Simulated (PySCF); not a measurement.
# What settings do to a single point of [ReOCl3]2+

The sound run of [ReOCl3]2+ (singlet) uses PySCF 2.14.0, RKS PBE0, Re def2-SVP with ECP60, O def2-SVP, Cl def2-SVP; non-relativistic Hamiltonian with scalar-relativistic core potentials where named; density fitting; no spin-orbit coupling, grid (50, 194), threshold 1e-8 Eh and 55 cycles, at the relaxed geometry:

```xyz
5

Re    0.0518    0.0000   -0.0811
O     1.2436    0.0000   -1.2075
Cl    0.2959    1.7729    1.0973
Cl   -1.8149    0.0000   -1.1343
Cl    0.2959   -1.7729    1.0973
```

There Re1 has a Mulliken charge of 1.10 e and the dipole about the centre of mass is 2.03 D. Each run below changes one thing and starts from free metal ions and neutral atoms unless it says otherwise; with 55 cycles, smearing, a level shift and second-order steps follow where DIIS fails, and their cycles count. Energy shifts count from the sound run.

```
                                                       change        outcome  cycles  energy shift (eV)  largest force component (eV/Å)  charge on Re1 (e)  dipole about the centre of mass (D)
                                                cycle limit 3  not converged       3                  –                               –                  –                                    –
                                              threshold 1e-06      converged      11             0.0000                            0.01               1.10                                 2.03
                                       all coordinates × 0.94      converged      11               1.36                            7.18               1.05                                 1.93
start from a density of up to 30 smeared cycles (not counted)      converged       8             0.0000                            0.01               1.10                                 2.03
```

Problem. How does the run with this change end: Cl4 put 0.8 Å from Re1, limit 60 cycles?

Solution. outcome converged, cycles 14, energy shift (eV) 412.07, largest force component (eV/Å) 1713.98, charge on Re1 (e) -0.75, dipole about the centre of mass (D) 3.44.

Unsound on purpose, so not properties of the compound: Cl4 put 0.8 Å from Re1, limit 60 cycles.

Forces carry noise of the integration grid, about 0.01 to 0.03 eV/Å.
